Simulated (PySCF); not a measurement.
A structure optimised at PBE0-D3(BJ)/def2-SVP, used in a PySCF frequency run:

```xyz
12

Re     0.0000     0.0000     0.0941
O     -2.2281     2.2281    -0.1160
C     -1.4279     1.4279    -0.0200
O      2.2281     2.2281    -0.1160
C      1.4279     1.4279    -0.0200
O     -2.2281    -2.2281    -0.1160
C     -1.4279    -1.4279    -0.0200
O      2.2281    -2.2281    -0.1160
C      1.4279    -1.4279    -0.0200
O      0.0000     0.0000     3.1869
C      0.0000     0.0000     2.0390
Cl     0.0000     0.0000    -2.3882
```
Charge 0, spin multiplicity 1.

Question: Write its SMILES, formula and point group.

Answer: [O+]#[C-]->[Re]([Cl])(<-[C-]#[O+])(<-[C-]#[O+])(<-[C-]#[O+])<-[C-]#[O+], C₅ClO₅Re, C4v

Question: What are its rotational constants (standard atomic weights)?

Answer: 0.60793, 0.60683, 0.60683 GHz
